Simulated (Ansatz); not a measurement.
Species: sum formula BNH5, net charge -1, singlet state. It need not be the lowest isomer of its formula. Whether it binds its extra electron was not tested at this geometry. 
Structure (B3LYP-D3(BJ)/def2-TZVP (Ansatz, a program for electronic structure) minimum search):
SMILES: [BH2-2][NH3+]
```xyz
7

B     -0.9684     0.0602    -0.0829
N      0.6298    -0.1033    -0.0093
H     -1.2602     1.1935    -0.4288
H     -1.4694    -0.2103     0.9964
H      0.8190    -1.0775     0.1912
H      1.3580     0.4742     0.6665
H      0.9859     0.0424    -0.9457
```
Charge -1, spin multiplicity 1.

Basis-set convergence of Hartree-Fock and CCSD(T) correlation energies (hartree) with Ansatz. Valence correlation only, unless marked. Spin-orbit coupling is left out. No relativistic terms.

The Hartree-Fock reference is unstable (checked in the largest basis), which strains HF and MP2. The T1 diagnostic of CCSD in the largest basis is 0.040, which is high, so the coupled-cluster rows are less sure than usual.

```tsv
basis	functions	E(HF)	E(corr, CCSD(T))
def2-SVPD	80	-81.82421	-0.38698
def2-TZVPPD	159	…	…
```

**Question.** Some entries are withheld; supply them.

**Answer.** 
- def2-TZVPPD, E(HF): -81.92852
- def2-TZVPPD, E(corr, CCSD(T)): -0.43986
